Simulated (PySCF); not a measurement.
Species: C6H14OSi.
Cartesian coordinates in Å at the PBE0-D3(BJ)/def2-SVP level; atoms count from 1:
```
atom  x, y, z in Å
C1    -2.1551   -0.2794   -0.5933
C2    -1.4146   -0.2354    0.7358
C3    -2.2079    0.4832    1.8088
O4    -0.1740    0.4310    0.6405
C5     0.8627   -0.2340   -0.0199
C6     2.2437    0.1597    0.5429
Si7    2.9291   -0.0639   -1.2097
C8     1.0672    0.1065   -1.5228
H9    -2.3001    0.7417   -0.9791
H10   -1.6016   -0.8551   -1.3485
H11   -3.1430   -0.7494   -0.4712
H12   -1.2288   -1.2790    1.0682
H13   -3.1719   -0.0153    1.9867
H14   -1.6407    0.5064    2.7501
H15   -2.4039    1.5225    1.5026
H16    0.7265   -1.3302    0.0837
H17    2.5922   -0.3955    1.4239
H18    2.2196    1.2347    0.7881
H19    3.4827   -1.4225   -1.4965
H20    3.8601    0.9660   -1.7613
H21    0.8113    1.1674   -1.6805
H22    0.5226   -0.5035   -2.2557
```

Level: PBE0/pcSseg-1 in PySCF, non-relativistic, on one gas-phase PBE0-D3(BJ)/def2-SVP geometry that isn't relaxed in the solvent. The solvent is an IEF-PCM continuum (Bondi radii, 1.10 Å for H, scaled by 1.2). Only the electrostatic response of the medium enters.

```csv
run,E − E(gas) (kcal/mol),HOMO (eV),HOMO–LUMO gap (eV),dipole (D)
gas,0.00,-7.14,7.81,1.05
P,-2.73,-7.15,7.89,1.53
Q,-2.93,-7.16,7.90,1.58
```

The runs were made in acetone and water. Which run belongs to which solvent?

P = acetone, Q = water. The dielectric constants are 20.49 (acetone), 78.36 (water), and the energy falls further as ε rises. In this model the ground state sees the solvent through ε alone.

How constant is the ratio of the lowering to (ε − 1)/(2ε + 1)?

```json
{"solvent": "acetone", "(ε − 1)/(2ε + 1)": "0.464", "E − E(gas) (kcal/mol)": "-2.73", "ratio (kcal/mol)": "-5.9", "polarisation term (kcal/mol)": "-3.08"}
{"solvent": "water", "(ε − 1)/(2ε + 1)": "0.490", "E − E(gas) (kcal/mol)": "-2.93", "ratio (kcal/mol)": "-6.0", "polarisation term (kcal/mol)": "-3.35"}
```

The ratio changes by +1.6 % in size from acetone to water. The polarisation term is half the interaction of the solute with the induced surface charges.
